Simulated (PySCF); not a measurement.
A structure optimised at B3LYP-D3(BJ)/def2-SVP, used in a PySCF frequency run:

```
Si
H 1 1.4955
H 1 1.5008 2 106.77
C 1 1.8562 2 109.29 3 -119.19
H 4 1.0960 1 123.01 2 30.79
H 4 1.0967 5 114.45 1 -177.07
C 1 1.8863 2 110.62 3 118.21
H 7 1.1016 1 110.98 2 60.42
H 7 1.1018 8 108.19 1 121.91
H 7 1.1022 8 108.07 9 116.61
```
Charge 0, spin multiplicity 2.

Task: Write its SMILES and formula.

Result: [CH2][SiH2]C, C2H7Si

Task: What are its rotational constants (standard atomic weights)?

Result: 17.589, 6.1692, 5.0097 GHz
